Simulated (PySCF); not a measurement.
## Ag(2+) (silver, charge +2) across methods

[Kr] 4d9, 2D determinant. Calculation: PySCF 2.14, in x2c-QZVPPall with one added diffuse shell each of s, p, d, f, g type (14s9p8d5f3g, 143 functions); scalar relativity by spin-free X2C-1e.

| method | E (hartree) | mean ε 4p β (eV) | mean ε 4d α (eV) | mean ε 4d β (eV) | Σ⟨r²⟩ (bohr²) | ⟨S²⟩ |
| --- | --- | --- | --- | --- | --- | --- |
| PBE | -5313.96 | -80.503 | -29.256 | -28.495 | 30.01 | 0.751 |
| LDA | -5308.85 | -80.694 | -29.490 | -28.739 | 30.07 | 0.751 |
| r2SCAN | -5314.38 | -82.048 | -29.590 | -28.731 | 29.79 | 0.752 |
| PBE0 | -5314.05 | -84.637 | -31.360 | -30.521 | 29.83 | 0.751 |

Problem. Estimate the same row for UHF.

Solution. E (hartree) = -5311.92057; mean ε 4p β (eV) = -95.800; mean ε 4d α (eV) = -36.655; mean ε 4d β (eV) = -35.533; Σ⟨r²⟩ (bohr²) = 29.61; ⟨S²⟩ = 0.753.
